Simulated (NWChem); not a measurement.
Molecule: CuNH3F; SMILES [F][Cu]<-[NH3]

### Question
Give the equilibrium geometry at PBE0/def2-SVP (NWChem) as a Z-matrix, with the point group.

### Answer
point group C3v; any orientation.
```
N
H 1 1.0216
H 1 1.0216 2 106.73
H 1 1.0216 2 106.73 3 113.83
Cu 1 1.9217 2 112.09 3 -123.08
F 5 1.7474 4 157.68 1 180.00
```
